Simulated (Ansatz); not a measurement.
Steps of a relaxation of `[F][Ti]12345678([Cl])([C@H]9[C@@H]1[C@@H]2[C@@H]3[C@H]94)[C@H]1[C@@H]5[C@@H]6[C@@H]7[C@H]18` with RKS PBE0-D4/def2-TZVP.

```sh
$ ansatz run in.yaml --threads 11 --pin off --events-out ev --progress --plain --max-ram 174080MiB --backend cuda --devices 0, --max-vram 75GiB
```

```yaml
crystal:
  periodic: [false, false, false]
  atoms:
    - {symbol: F, position_ang: [0.555060, -0.302580, -2.121100]}
    - {symbol: Ti, position_ang: [0.276030, -0.403440, -0.396790]}
    - {symbol: Cl, position_ang: [1.212480, -2.416230, -0.252480]}
    - {symbol: C, position_ang: [-1.933840, -0.631110, -1.389720]}
    - {symbol: C, position_ang: [-1.925290, 0.486890, -0.531500]}
    - {symbol: C, position_ang: [-1.718950, 0.020160, 0.788890]}
    - {symbol: C, position_ang: [-1.524290, -1.372300, 0.733100]}
    - {symbol: C, position_ang: [-1.664710, -1.773970, -0.620310]}
    - {symbol: C, position_ang: [0.659920, 1.713840, 0.607320]}
    - {symbol: C, position_ang: [1.497850, 1.636540, -0.520090]}
    - {symbol: C, position_ang: [2.428120, 0.597460, -0.301400]}
    - {symbol: C, position_ang: [2.172550, 0.045050, 0.972290]}
    - {symbol: C, position_ang: [1.069330, 0.719190, 1.528640]}
    - {symbol: H, position_ang: [-2.135500, -0.614710, -2.452720]}
    - {symbol: H, position_ang: [-2.195120, 1.496150, -0.814490]}
    - {symbol: H, position_ang: [-1.836540, 0.606920, 1.690560]}
    - {symbol: H, position_ang: [-1.435830, -2.041700, 1.580730]}
    - {symbol: H, position_ang: [-1.655050, -2.794450, -0.980170]}
    - {symbol: H, position_ang: [-0.069090, 2.490770, 0.795620]}
    - {symbol: H, position_ang: [1.483960, 2.302850, -1.373050]}
    - {symbol: H, position_ang: [3.242430, 0.325010, -0.960710]}
    - {symbol: H, position_ang: [2.777810, -0.701750, 1.469430]}
    - {symbol: H, position_ang: [0.718690, 0.611440, 2.547950]}
basis:
  gaussian: {orbitals: def2-TZVP}
hamiltonian: {xc: pbe0, dispersion: d4}
relax: {f_tol: 0.005, max_steps: 150}
```

Positions (Å) and forces (eV/Å) along the path, 7 of 18 steps:

```xyz
23
step=1 energy=-48873.2316 eV
F     0.555   -0.303   -2.121    0.198    0.315   -1.685
Ti    0.276   -0.403   -0.397   -0.444    0.660    0.829
Cl    1.212   -2.416   -0.252    0.516   -1.212    0.291
C    -1.934   -0.631   -1.390   -0.338   -0.322    0.307
C    -1.925    0.487   -0.531   -0.332   -0.100    0.014
C    -1.719    0.020    0.789   -0.498   -0.330    0.151
C    -1.524   -1.372    0.733   -0.642    0.128    0.157
C    -1.665   -1.774   -0.620   -0.503    0.109   -0.185
C     0.660    1.714    0.607    0.329    0.290   -0.003
C     1.498    1.637   -0.520    0.364    0.166    0.344
C     2.428    0.597   -0.301    0.208    0.322    0.272
C     2.173    0.045    0.972    0.290    0.436    0.075
C     1.069    0.719    1.529    0.385    0.210    0.244
H    -2.135   -0.615   -2.453    0.336    0.039    0.069
H    -2.195    1.496   -0.814    0.315   -0.018    0.010
H    -1.837    0.607    1.691    0.368   -0.004   -0.104
H    -1.436   -2.042    1.581    0.303    0.146   -0.140
H    -1.655   -2.794   -0.980    0.299    0.173    0.010
H    -0.069    2.491    0.796   -0.173   -0.269   -0.137
H     1.484    2.303   -1.373   -0.208   -0.262   -0.042
H     3.242    0.325   -0.961   -0.288   -0.171   -0.036
H     2.778   -0.702    1.469   -0.292   -0.112   -0.191
H     0.719    0.611    2.548   -0.194   -0.195   -0.246
23
step=2 energy=-48873.4771 eV
F     0.500   -0.145   -2.164    0.113   -0.060   -0.521
Ti    0.272   -0.391   -0.408   -0.384    0.526    0.654
Cl    1.220   -2.476   -0.172    0.050   -0.124   -0.041
C    -1.979   -0.628   -1.360    0.333    0.041   -0.712
C    -1.954    0.488   -0.500    0.113    0.688   -0.272
C    -1.753    0.018    0.818    0.293    0.387    0.650
C    -1.577   -1.371    0.757    0.300   -0.338    0.546
C    -1.715   -1.769   -0.597    0.268   -0.541   -0.294
C     0.667    1.743    0.611   -0.753    0.337   -0.097
C     1.526    1.674   -0.497   -0.187    0.140   -0.627
C     2.451    0.637   -0.269    0.241   -0.283   -0.464
C     2.183    0.089    1.000    0.118   -0.722    0.236
C     1.071    0.755    1.540   -0.373   -0.358    0.640
H    -1.981   -0.583   -2.457   -0.164   -0.043    0.688
H    -2.034    1.539   -0.808   -0.087   -0.604    0.182
H    -1.661    0.644    1.718   -0.212   -0.463   -0.592
H    -1.303   -2.026    1.592   -0.243    0.319   -0.428
H    -1.523   -2.773   -0.989   -0.243    0.496    0.239
H    -0.209    2.401    0.708    0.673   -0.320   -0.007
H     1.398    2.218   -1.441    0.157   -0.209    0.565
H     3.160    0.237   -1.001   -0.244    0.286    0.408
H     2.667   -0.797    1.429   -0.186    0.627   -0.190
H     0.574    0.515    2.491    0.415    0.218   -0.562
23
step=3 energy=-48873.5956 eV
F     0.537   -0.225   -2.182    0.017    0.090   -0.253
Ti    0.265   -0.377   -0.410   -0.153    0.158    0.226
Cl    1.214   -2.468   -0.191    0.066   -0.144    0.063
C    -1.961   -0.626   -1.366    0.079   -0.045   -0.189
C    -1.951    0.488   -0.503    0.047    0.238   -0.086
C    -1.747    0.014    0.815    0.022    0.060    0.242
C    -1.563   -1.374    0.752   -0.009   -0.053    0.172
C    -1.700   -1.769   -0.604    0.037   -0.132   -0.130
C     0.667    1.739    0.608   -0.234    0.144   -0.016
C     1.521    1.666   -0.504   -0.009    0.029   -0.180
C     2.445    0.627   -0.278    0.087   -0.055   -0.119
C     2.176    0.075    0.990    0.077   -0.153    0.070
C     1.070    0.747    1.535   -0.073   -0.078    0.206
H    -2.027   -0.587   -2.448    0.001   -0.010    0.229
H    -2.093    1.523   -0.799    0.018   -0.199    0.062
H    -1.722    0.623    1.713    0.002   -0.142   -0.201
H    -1.338   -2.031    1.584   -0.026    0.106   -0.143
H    -1.563   -2.773   -0.986   -0.021    0.178    0.077
H    -0.157    2.435    0.734    0.186   -0.152   -0.028
H     1.430    2.246   -1.416    0.022   -0.102    0.164
H     3.186    0.269   -0.984   -0.127    0.059    0.123
H     2.693   -0.765    1.438   -0.101    0.168   -0.090
H     0.615    0.544    2.500    0.092    0.036   -0.202
23
step=5 energy=-48873.6104 eV
F     0.524   -0.193   -2.196    0.003    0.008    0.009
Ti    0.260   -0.369   -0.410   -0.022    0.010   -0.010
Cl    1.214   -2.475   -0.171    0.011   -0.013    0.008
C    -1.945   -0.620   -1.362    0.010   -0.019    0.034
C    -1.937    0.491   -0.495    0.014   -0.006   -0.002
C    -1.744    0.009    0.823    0.003   -0.049   -0.004
C    -1.563   -1.377    0.755   -0.017    0.040   -0.007
C    -1.690   -1.766   -0.604   -0.010    0.032   -0.019
C     0.659    1.736    0.597    0.006   -0.003   -0.022
C     1.518    1.659   -0.512    0.008   -0.025    0.020
C     2.439    0.620   -0.280   -0.015    0.014    0.013
C     2.168    0.074    0.989   -0.020    0.024   -0.006
C     1.061    0.747    1.530    0.025   -0.005   -0.021
H    -2.012   -0.578   -2.437    0.003    0.003   -0.019
H    -2.080    1.521   -0.784   -0.006    0.016   -0.003
H    -1.719    0.609    1.719    0.005    0.015    0.021
H    -1.337   -2.035    1.579    0.008   -0.015    0.011
H    -1.553   -2.764   -0.988    0.007   -0.016   -0.003
H    -0.157    2.431    0.718   -0.017    0.013    0.004
H     1.431    2.233   -1.420   -0.003    0.007   -0.018
H     3.177    0.260   -0.979    0.008   -0.009   -0.011
H     2.681   -0.759    1.439    0.007   -0.019    0.006
H     0.606    0.547    2.487   -0.009   -0.004    0.021
23
step=13 energy=-48873.6114 eV
F     0.534   -0.232   -2.187   -0.002    0.000    0.001
Ti    0.260   -0.375   -0.400   -0.002   -0.003   -0.006
Cl    1.214   -2.479   -0.119    0.002    0.004    0.004
C    -1.943   -0.590   -1.356    0.000   -0.006    0.005
C    -1.933    0.496   -0.458    0.010    0.009   -0.007
C    -1.740   -0.024    0.847   -0.003   -0.011    0.005
C    -1.567   -1.408    0.739   -0.003    0.008    0.003
C    -1.691   -1.758   -0.631   -0.002    0.001   -0.009
C     0.657    1.749    0.566   -0.002    0.004    0.001
C     1.520    1.648   -0.538   -0.002   -0.004    0.001
C     2.438    0.613   -0.282    0.003    0.000    0.008
C     2.163    0.094    0.998    0.002    0.000   -0.009
C     1.055    0.779    1.521   -0.003   -0.001   -0.001
H    -2.009   -0.517   -2.429    0.000    0.000   -0.005
H    -2.078    1.533   -0.717   -0.002    0.005   -0.001
H    -1.712    0.551    1.758    0.001    0.003    0.007
H    -1.341   -2.090    1.544    0.002   -0.004    0.004
H    -1.553   -2.745   -1.042    0.002   -0.005    0.000
H    -0.158    2.447    0.672   -0.002    0.003    0.001
H     1.436    2.202   -1.460   -0.001    0.003   -0.004
H     3.177    0.236   -0.971    0.001   -0.001   -0.004
H     2.672   -0.732    1.466    0.002   -0.005    0.001
H     0.599    0.601    2.482   -0.003   -0.001    0.005
23
step=17 energy=-48873.6115 eV
F     0.547   -0.258   -2.181    0.000    0.000    0.004
Ti    0.262   -0.381   -0.394    0.002   -0.003   -0.004
Cl    1.206   -2.484   -0.082    0.000    0.002    0.000
C    -1.937   -0.584   -1.360    0.001    0.000    0.004
C    -1.925    0.500   -0.460   -0.001    0.000    0.001
C    -1.742   -0.023    0.845    0.001   -0.001   -0.002
C    -1.576   -1.408    0.735    0.000    0.002    0.002
C    -1.694   -1.755   -0.636   -0.002    0.002   -0.006
C     0.653    1.746    0.571    0.001    0.000    0.000
C     1.508    1.648   -0.539    0.001    0.000   -0.001
C     2.435    0.620   -0.289    0.000   -0.002    0.001
C     2.171    0.098    0.991    0.000    0.000    0.000
C     1.062    0.776    1.522    0.000    0.001    0.000
H    -1.997   -0.508   -2.434    0.000    0.001    0.000
H    -2.066    1.539   -0.718    0.000   -0.001    0.000
H    -1.714    0.549    1.759    0.000    0.000   -0.001
H    -1.356   -2.092    1.540    0.000   -0.001   -0.002
H    -1.557   -2.741   -1.049    0.000   -0.001    0.004
H    -0.165    2.440    0.684    0.000   -0.001    0.000
H     1.415    2.203   -1.460    0.000    0.000    0.001
H     3.171    0.247   -0.984   -0.001    0.001    0.000
H     2.688   -0.725    1.455   -0.001    0.001    0.000
H     0.612    0.594    2.485    0.000    0.000   -0.001
23
step=18 energy=-48873.6115 eV
F     0.548   -0.260   -2.181    0.000    0.000    0.002
Ti    0.262   -0.382   -0.394    0.000    0.001   -0.002
Cl    1.206   -2.484   -0.080    0.000    0.000    0.000
C    -1.937   -0.584   -1.360   -0.001    0.002   -0.002
C    -1.925    0.500   -0.460   -0.001   -0.001    0.001
C    -1.742   -0.024    0.845    0.000    0.002    0.000
C    -1.576   -1.408    0.735    0.001   -0.002    0.000
C    -1.694   -1.754   -0.637    0.000    0.000    0.000
C     0.653    1.746    0.571    0.001    0.000    0.000
C     1.507    1.648   -0.540    0.000    0.001   -0.001
C     2.435    0.620   -0.290    0.001   -0.001    0.000
C     2.171    0.098    0.991    0.000   -0.001    0.001
C     1.062    0.776    1.522    0.000    0.000    0.001
H    -1.997   -0.507   -2.434    0.000    0.001    0.001
H    -2.065    1.539   -0.718    0.001   -0.001    0.000
H    -1.714    0.549    1.759    0.000   -0.001   -0.001
H    -1.358   -2.093    1.539   -0.001    0.000   -0.001
H    -1.558   -2.741   -1.049    0.000    0.000    0.002
H    -0.165    2.439    0.684    0.000   -0.001    0.000
H     1.414    2.203   -1.460    0.000   -0.001    0.001
H     3.171    0.248   -0.985   -0.001    0.001    0.000
H     2.689   -0.724    1.455    0.000    0.001    0.000
H     0.613    0.594    2.486    0.000    0.000   -0.001
```

Hardware: 11 threads of an AMD EPYC 7R13 on a shared host and a whole NVIDIA H100 80 GB. Wall time 45 s, peak host memory 1.4 GiB.
